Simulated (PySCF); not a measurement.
BH₂, SMILES [BH2] (connectivity only; charge and spin as stated), charge +1, multiplicity 1.

Geometry optimised at PBE0-D3(BJ)/def2-TZVPD. The spin state was assumed, not searched. The isomer is the one that the SMILES or the coordinates give; other isomers of the formula were not compared.

These are TDA-B3LYP/def2-TZVPD in PySCF values and carry that method's errors.

Vertical excitations; the highest root listed may be one member of a degenerate set. The molecule is in vacuum. State labels are in the subgroup D2h.

```csv
state,symmetry,energy (eV),λ (nm),f,main pairs
S1,B2g,7.27,171,0.000,HOMO→LUMO+1 (degenerate set)
S2,B3g,7.27,171,0.000,HOMO→LUMO (degenerate set)
S3,B3u,11.45,108,0.338,HOMO−1→LUMO+1 (degenerate set)
S4,B2u,11.45,108,0.338,HOMO−1→LUMO (degenerate set)
S5,B1u,14.25,87,0.724,"HOMO→LUMO+2 78 %, HOMO→LUMO+3 21 %"
S6,B1u,15.49,80,0.188,"HOMO→LUMO+3 78 %, HOMO→LUMO+2 20 %"
S7,Ag,16.10,77,0.000,"HOMO→LUMO+4 61 %, HOMO−1→LUMO+2 37 %"
S8,Ag,16.70,74,0.000,"HOMO−1→LUMO+2 59 %, HOMO→LUMO+4 32 %"
S9,B2u,17.07,73,0.363,HOMO→LUMO+6 (degenerate set)
S10,B3u,17.07,73,0.363,HOMO→LUMO+5 (degenerate set)
T1,B2g,6.26,198,0,HOMO→LUMO+1 (degenerate set)
T2,B3g,6.26,198,0,HOMO→LUMO (degenerate set)
T3,B3u,8.25,150,0,HOMO−1→LUMO+1 (degenerate set)
T4,B2u,8.25,150,0,HOMO−1→LUMO (degenerate set)
```
Triplets are in the Tamm–Dancoff approximation.
